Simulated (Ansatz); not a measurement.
`FC(F)C(F)(F)C(F)F` + H₂ → `FC(F)C(F)F` + `FCF` at 700 K and 1 bar (hydrogenolysis of a C–C bond).

Program: Ansatz. Geometries: PBE0-D4/def2-TZVP. ΔE: electronic, gas phase. CBS: MP2 limit from def2 TZ/QZ plus the TZ coupled-cluster correction, frozen cores. This one scheme is used for every species. One conformer a species, not always the lowest.

```json
{"species": "`FC(F)C(F)(F)C(F)F`", "CCSD(T)/CBS energy (Eh)": "-714.09146", "H − E (kJ/mol)": "245.1", "S (J/(mol·K))": "512.7"}
{"species": "H₂", "CCSD(T)/CBS energy (Eh)": "-1.17544", "H − E (kJ/mol)": "46.8", "S (J/(mol·K))": "155.3"}
{"species": "`FC(F)C(F)F`", "CCSD(T)/CBS energy (Eh)": "-476.45942", "H − E (kJ/mol)": "182.7", "S (J/(mol·K))": "405.4"}
{"species": "`FCF`", "CCSD(T)/CBS energy (Eh)": "-238.82660", "H − E (kJ/mol)": "120.2", "S (J/(mol·K))": "293.9"}
```

H − E and S are ideal-gas, rigid-rotor, harmonic terms from PBE0-D4/def2-TZVP, for one conformer and one mirror image of each species. The MP2-based limit puts H₂ 0.8 mEh under its directly extrapolated value; such offsets cancel only in part. 1 Eh = 2625.50 kJ/mol, R = 8.31446 J/(mol·K).

**Question.** By hand: ΔE, ΔH, ΔS and ΔG.

**Answer.** ΔE = (-476.45942) + (-238.82660) − (-714.09146) − (-1.17544) = -0.01912 Eh = -50.2 kJ/mol. Δ(H − E) = 182.7 + 120.2 − 245.1 − 46.8 = 11.0, so ΔH = -39.2 kJ/mol. ΔS = 405.4 + 293.9 − 512.7 − 155.3 = 31.3 J/(mol·K). ΔG = -39.2 − 700 × (31.3)/1000 = -61.1 kJ/mol.

**Question.** By hand: the equilibrium constant, and the temperature at which ΔG would vanish if ΔH and ΔS stayed fixed.

**Answer.** log₁₀ K = −ΔG/(RT ln 10) = 4.6. ΔH and −TΔS have one sign here, so there is no such temperature.

TΔS isn't small against ΔH here. A doubt of 5 kJ/mol in ΔE shifts log₁₀ K by 0.4 here. Other conformers and mirror images would add mixing entropy, several J/(mol·K) or more a flexible species. These are equilibria of isolated gas molecules and say nothing of rates. Largest T1 diagnostic: 0.012 (customary marks: 0.02 for closed shells, 0.045 for open ones).
